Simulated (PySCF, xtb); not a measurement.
C₃H₁₀FNSi, SMILES CN(C[SiH2]F)C. Other conformers were not sampled.

Harmonic wavenumbers (cm⁻¹) from GFN2-xTB (xtb) at its own minimum, in rising order: 39, 69, 149, 220, 237, 263, 361, 382, 432, 516, 573, 683, 756, 794, 810, 845, 900, 1038, 1064, 1079, 1126, 1172, 1256, 1266, 1325, 1413, 1426, 1474, 1485, 1488, 1494, 1500, 2294, 2320, 2776, 2825, 2838, 2949, 3008, 3012, 3014, 3016.

Task: What does PySCF 2.14.0 with B3LYP-D3(BJ)/def2-SVP give at its own minimum? (An estimate is asked for; the answer gives what the named calculation found.)

Result: 39, 76, 182, 236, 259, 285, 354, 386, 421, 577, 690, 746, 807, 859, 874, 952, 980, 1067, 1074, 1116, 1155, 1184, 1273, 1303, 1334, 1426, 1430, 1456, 1460, 1474, 1475, 1487, 2231, 2248, 2878, 2899, 2913, 3052, 3064, 3071, 3115, 3124. Paired by order, the mean absolute difference is 44 cm⁻¹ and the zero-point energies are 79.6 and 81.5 kcal/mol.
